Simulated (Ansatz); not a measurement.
Other settings, tried on BTBT (C14H8S2).

```yaml
crystal:
  periodic: [false, false, false]
  atoms:
    - {symbol: C, position_ang: [-4.306971, 1.066305, 0.657358]}
    - {symbol: C, position_ang: [-4.225271, 0.254162, -0.495957]}
    - {symbol: C, position_ang: [-2.993888, -0.230598, -0.942530]}
    - {symbol: C, position_ang: [-1.817752, 0.096187, -0.231695]}
    - {symbol: C, position_ang: [-1.917495, 0.920435, 0.934975]}
    - {symbol: C, position_ang: [-3.157089, 1.405491, 1.380652]}
    - {symbol: S, position_ang: [-0.352351, 1.223079, 1.690386]}
    - {symbol: C, position_ang: [0.448018, 0.259837, 0.466322]}
    - {symbol: C, position_ang: [1.817685, -0.096640, 0.231994]}
    - {symbol: C, position_ang: [2.993848, 0.230428, 0.942640]}
    - {symbol: C, position_ang: [4.225331, -0.253758, 0.495683]}
    - {symbol: C, position_ang: [4.307034, -1.065945, -0.657590]}
    - {symbol: C, position_ang: [3.157110, -1.405417, -1.380702]}
    - {symbol: C, position_ang: [1.917462, -0.920724, -0.934790]}
    - {symbol: S, position_ang: [0.352297, -1.223630, -1.690022]}
    - {symbol: C, position_ang: [-0.448111, -0.260489, -0.465892]}
    - {symbol: H, position_ang: [-5.285572, 1.439262, 0.994967]}
    - {symbol: H, position_ang: [-5.142360, 0.000724, -1.048450]}
    - {symbol: H, position_ang: [-2.930247, -0.863405, -1.840676]}
    - {symbol: H, position_ang: [-3.222285, 2.038001, 2.278179]}
    - {symbol: H, position_ang: [2.930168, 0.863028, 1.840930]}
    - {symbol: H, position_ang: [5.142457, 0.000184, 1.047890]}
    - {symbol: H, position_ang: [5.285632, -1.438813, -0.995318]}
    - {symbol: H, position_ang: [3.222371, -2.037724, -2.278367]}
basis:
  gaussian: {orbitals: "6-31G*", fitting: {mean_field: def2-universal-jkfit}}
hamiltonian: {xc: {name: B3LYP}, dispersion: d3bj}
scf: {omitted_lower_state_checks: [starts]}
```

```sh
$ ansatz run in.yaml --threads 4 --pin off --events-out ev --progress --plain --max-ram 9574MiB
```

It prints (some lines left out):

```
Functional definition: B3LYP
1450 factors; integrals over basis functions are off by at most 6.6e-2 eV
mean field evaluation 1: about -36305.0247 eV, gradient 7.4e1 eV
mean field evaluation 2: about -36296.4011 eV, gradient 9.3e1 eV
mean field evaluation 4: about -36319.1384 eV, gradient 5.1e0 eV
mean field evaluation 8: about -36319.1976 eV, gradient 2.1e-1 eV
mean field evaluation 16: about -36319.1977 eV, gradient 3.6e-5 eV
mean field -36319.19767648 eV, -1334.7058965744 hartree, gradient 3.6e-5 eV, S^2 0.000000; 0 other end points of the search recorded, 0 dependent functions left out
reference -36319.19802645 eV, -1334.7059094353 hartree; 62, 62 occupied and 202, 202 virtual orbitals, 1450 factors
Total energy: -36320.98290363 eV, -1334.7715024618 hartree
Checks for a lower state left out: starts
```

It took 10 s on 4 threads of Arm Neoverse V1 on a shared host.

The 6-31G sets use Cartesian d functions. B3LYP takes the VWN-RPA correlation.
